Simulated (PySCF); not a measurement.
GeI, SMILES [I][Ge] (connectivity only; charge and spin as stated), charge +1, multiplicity 1. Heavy atoms are numbered as in [Ge:1][I:2].

The structure is a stationary point at B3LYP-D3(BJ)/def2-TZVP. The multiplicity is an assumed one; other spin states were not compared. The def2 effective core potentials stand for the cores of I; spin–orbit coupling is left out.

Method: r2SCAN/def2-TZVPD in PySCF.

Mulliken values depend strongly on the basis, most of all with diffuse functions as here. ESP charges are fitted to the potential on shells at 1.4 to 2.0 van der Waals radii. Atomic charges (e), one atom of each kind:

```
atom  Mulliken  ESP fit
----  --------  -------
Ge1       0.65        ?
I2        0.35        ?
```

Task: Fill in the missing entries. (An estimate is asked for; the answer gives what the named calculation found.)

Result: 
- Ge1, ESP fit: 0.66
- I2, ESP fit: 0.34
